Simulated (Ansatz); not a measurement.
C₃H₉Cl₂GaSi, SMILES `C[Si](C)(C)[Ga]([Cl])[Cl]`, one more setting.

```yaml
crystal:
  periodic: [false, false, false]
  atoms:
    - {symbol: C, position_ang: [0.434363, 0.864981, 1.635305]}
    - {symbol: Si, position_ang: [0.025870, -0.073323, 0.065935]}
    - {symbol: C, position_ang: [1.416902, -1.225749, -0.421294]}
    - {symbol: C, position_ang: [-1.589094, -1.004095, 0.260750]}
    - {symbol: Ga, position_ang: [-0.282516, 1.549157, -1.691389]}
    - {symbol: Cl, position_ang: [-1.685397, 3.183469, -1.549364]}
    - {symbol: Cl, position_ang: [0.769640, 1.562058, -3.573744]}
    - {symbol: H, position_ang: [1.375747, 1.411749, 1.545410]}
    - {symbol: H, position_ang: [-0.351507, 1.581459, 1.884718]}
    - {symbol: H, position_ang: [0.531676, 0.165278, 2.471278]}
    - {symbol: H, position_ang: [1.191699, -1.748063, -1.353748]}
    - {symbol: H, position_ang: [1.574479, -1.976751, 0.358869]}
    - {symbol: H, position_ang: [2.353829, -0.682169, -0.561591]}
    - {symbol: H, position_ang: [-1.849588, -1.555774, -0.645342]}
    - {symbol: H, position_ang: [-1.503013, -1.725854, 1.079110]}
    - {symbol: H, position_ang: [-2.413080, -0.326392, 0.495106]}
basis:
  gaussian: {orbitals: def2-mTZVP, fitting: {mean_field: def2-universal-jkfit}}
hamiltonian: {xc: {name: HF}}
correlation: {method: bccd_t, electrons: all}
accuracy: high
```

```sh
$ ansatz run in.yaml --threads 2 --pin off --events-out ev --progress --plain --max-ram 22528MiB --backend cuda --devices 0, --max-vram 18GiB
```

Output, abridged:

```
Functional definition: HF
1037 factors; integrals over basis functions are off by at most 3.4e-1 eV
mean field evaluation 1: about -88438.5176 eV, gradient 4.3e1 eV
mean field evaluation 2: about -88442.6979 eV, gradient 1.8e1 eV
mean field evaluation 4: about -88443.5139 eV, gradient 2.1e0 eV
mean field evaluation 8: about -88443.5228 eV, gradient 1.8e-8 eV
mean field -88443.52281059 eV, -3250.2395141163 hartree, gradient 1.8e-8 eV, S^2 0.000000; 0 other end points of the search recorded, 0 dependent functions left out
reference -88443.52281059 eV, -3250.2395141163 hartree; 53, 53 occupied and 133, 133 virtual orbitals, 1037 factors
second order -33.76200660 eV of doubles, -0.00000000 eV of singles
cycle   1  -33.80230064 eV  change   -4.0e-2 eV  update   1.4e-1
cycle   2  -34.86207648 eV  change    -1.1e0 eV  update   5.0e-2
cycle   3  -35.02637466 eV  change   -1.6e-1 eV  update   2.3e-2
cycle   4  -35.01594387 eV  change    1.0e-2 eV  update   6.0e-3
cycle   5  -35.00506376 eV  change    1.1e-2 eV  update   1.9e-3
cycle   6  -35.00669306 eV  change   -1.6e-3 eV  update   7.7e-4
cycle   7  -35.00596030 eV  change    7.3e-4 eV  update   2.4e-4
cycle   8  -35.00590849 eV  change    5.2e-5 eV  update   8.0e-5
cycle   9  -35.00596059 eV  change   -5.2e-5 eV  update   2.8e-5
cycle  10  -35.00593636 eV  change    2.4e-5 eV  update   7.4e-6
cycle  11  -35.00593227 eV  change    4.1e-6 eV  update   2.8e-6
cycle  12  -35.00593687 eV  change   -4.6e-6 eV  update   1.1e-6
cycle  13  -35.00593644 eV  change    4.3e-7 eV  update   4.3e-7
cycle  14  -35.00593699 eV  change   -5.5e-7 eV  update   1.5e-7
cycle  15  -35.00595602 eV  change   -1.9e-5 eV  update   6.3e-7
cycle  16  -35.00595858 eV  change   -2.6e-6 eV  update   1.8e-7
cycle  17  -35.00595919 eV  change   -6.1e-7 eV  update   5.9e-8
cycle  18  -35.00595922 eV  change   -3.2e-8 eV  update   2.0e-8
cycle  19  -35.00595920 eV  change    1.6e-8 eV  update   6.2e-9
cycle  20  -35.00595920 eV  change    8.4e-9 eV  update   2.4e-9
perturbative correction -1.16705701 eV, -0.0428885541 hartree
Total energy: -88479.69582680 eV, -3251.5688479429 hartree
```

Run time 34 s (2 threads of an AMD EPYC 7R13 on a shared host and a share of an NVIDIA H100 80 GB); peak host memory 0.85 GiB.
